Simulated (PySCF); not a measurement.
Compound: C6H6ClO (doublet state).
Z-matrix (Å and degrees, GFN2-xTB geometry), rows numbered from 1:
```
C 
O   1  1.4119
C   2  1.3450  1  116.22
C   3  1.3481  2  131.15  1     2.02
C   4  1.4678  3  108.20  2  -179.23
Cl  5  1.7061  4  121.53  3  -179.05
C   5  1.3278  4  108.39  3     4.02
C   7  1.4809  5  111.86  4    -5.57
H   1  1.0881  2  106.19  3   178.02
H   1  1.0940  2  110.98  3    58.74
H   1  1.0939  2  110.94  3   -62.76
H   4  1.0730  3  129.45  2     0.39
H   8  1.0901  3  111.56  2   -64.40
H   8  1.0898  3  111.40  2    56.14
```

The hyperfine couplings belong to this conformer and change with its torsions.

As a line formula: `ClC1C=C(C[C]=1)OC` [radical].

The calculation used UKS B3LYP, pcH-1 on C Cl H O, non-relativistic, mean-field spin-orbit, GIAO in PySCF 2.14.0. The structure is a single GFN2-xTB conformer in the gas phase; no vibrational or solvent corrections. The geometry wasn't refined by DFT: couplings that depend on bond lengths, twists or pyramidal angles can differ widely from those at the functional's own minimum. Stability of the SCF solution: not tested.

Question: What is the g tensor, term by term?

Answer: 
| Δg (ppm) | 1 | 2 | 3 |
| --- | --- | --- | --- |
| relativistic mass correction | -162 | -162 | -162 |
| gauge correction | 22 | -37 | 12 |
| orbital Zeeman/spin–orbit | -2376 | 55 | 645 |
| total | -2516 | -143 | 496 |

So g = 1.99980, 2.00218, 2.00281 and g_iso = 2.00160; the tensor is rhombic: the two nearest values differ by 21 % of g3 − g1. Axes: g1 points within 3° of the C5–C7 bond.

Question: At 9.327 GHz, how far is the centre of the isotropic spectrum from where a free electron (g = 2.002319) resonates?

Answer: B = hν/(g μB) with μB/h = 13.99624 MHz/mT gives 332.81 mT for the free electron and 332.93 mT at g_iso, 0.12 mT higher.

Question: How much does each term add to the isotropic shift?

Answer: The orbital-Zeeman/spin–orbit term -559, the mass correction -162 and the gauge correction -1 ppm, for a total of -721 ppm. The orbital-Zeeman/spin–orbit term is the largest in size. The mass correction is the same along every axis, so the anisotropy comes from the other two: their spans along these axes are 58 (gauge) and 3021 ppm (orbital Zeeman/spin–orbit).

Question: In a frozen sample, at which fields do the three g values resonate at 9.5, 34, 94 and 263 GHz (hyperfine left aside), and which band first spreads them over more than twice a line width of 0.5 mT?

Answer: 
```
band    GHz  B(g3) mT  B(g2) mT  B(g1) mT  spread mT
   X    9.5    338.90    339.01    339.41       0.51
   Q   34.0   1212.90   1213.29   1214.73       1.83
   W   94.0   3353.32   3354.39   3358.37       5.05
   J  263.0   9382.17   9385.17   9396.30      14.13
```

The spread grows in proportion to the frequency. Q band is the first where it exceeds 1.0 mT.

The largest Mulliken spin populations are on C7 (+1.04), C5 (-0.12) and C4 (+0.07). No atom but C7 exceeds +0.15. The positive populations add up to 1.14 and the negative ones to -0.14, together 2S = 1.

The HOMO–LUMO gaps are 5.24 eV among the α and 2.73 eV among the β orbitals.
